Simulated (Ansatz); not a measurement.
`C=C[CH2][InH2]` + `O[SiH2]S[SiH2]Cl` → `C=C[CH2][InH][Cl]` + `O[SiH2]S[SiH3]`  (redistribution)

Program: Ansatz. Geometries: PBE0-D4/def2-TZVP. ΔE: electronic, gas phase. CCSD(T)/CBS adds triple-zeta CCSD(T) − MP2 to the extrapolated MP2 energy (def2 sets, frozen cores). Functionals use def2-TZVPP. B3LYP here is the variant with VWN-RPA as its local correlation; programs differ in this. Elements past krypton have def2 core potentials. For In outer-core shells are correlated without core-valence functions, which leaves a few kJ/mol of doubt a bond. Each species was taken in one conformer, which may not be the lowest.

`C=C[CH2][InH2]`:

Cartesian coordinates in Å:
```
C 0.251 1.332 0.722
C 0.891 0.268 0.194
C 0.487 -1.134 0.325
In -1.164 -0.591 -1.035
H -0.553 1.212 1.442
H 0.567 2.343 0.497
H 1.699 0.471 -0.509
H 0.058 -1.404 1.287
H 1.218 -1.857 -0.022
H -0.810 -0.324 -2.691
H -2.644 -0.317 -0.210
```

`O[SiH2]S[SiH2]Cl`:

Cartesian coordinates in Å:
```
O 0.529 0.784 1.598
Si -0.813 -0.110 1.315
S -1.423 -0.013 -0.739
Si 0.478 -0.369 -1.610
Cl 1.585 1.361 -1.749
H 0.582 1.663 1.217
H -0.444 -1.489 1.697
H -2.007 0.357 2.060
H 0.253 -0.855 -2.988
H 1.259 -1.329 -0.800
```

`C=C[CH2][InH][Cl]`:

Cartesian coordinates in Å:
```
C -0.761 -1.265 1.224
C -0.107 -0.962 0.104
C 1.003 0.012 -0.013
In 0.086 1.789 -0.824
Cl -0.555 1.407 -3.059
H -0.490 -0.825 2.179
H -1.581 -1.972 1.222
H -0.422 -1.434 -0.825
H 1.768 -0.311 -0.720
H 1.461 0.245 0.949
H -0.402 3.317 -0.236
```

`O[SiH2]S[SiH3]`:

```xyz
10

O    -0.151    1.227    1.529
Si    0.807    1.234    0.194
S     1.280   -0.730   -0.488
Si   -0.724   -1.444   -0.736
H     0.157    0.733    2.291
H     0.029    1.979   -0.818
H     2.130    1.860    0.444
H    -0.658   -2.571   -1.698
H    -1.284   -1.929    0.550
H    -1.587   -0.360   -1.269
```

CCSD(T)/CBS gives -34.1 kJ/mol.

(1) Another level gave -41.1 kJ/mol. Which?
A. ωB97X-V/def2-TZVPP
B. B3LYP/def2-TZVPP
C. B2PLYP/def2-TZVPP
D. ωB97M-V/def2-TZVPP

Largest T1 diagnostic among the species: 0.013.

Results:

(1) C. B2PLYP -41.1, ωB97M-V -30.2, B3LYP -46.7, ωB97X-V -36.7 kJ/mol.

In def2-TZVPP, CCSD(T) changes the Hartree–Fock value by +26.9 kJ/mol (the triples alone add +4.5 kJ/mol) and MP2 by +32.3 kJ/mol. The D4 term adds +7.0 kJ/mol with B3LYP and +3.5 kJ/mol with PBE0; it sums over pairs of atoms, weighted by their polarisabilities, and B3LYP, whose exchange is more repulsive, gets the larger term.
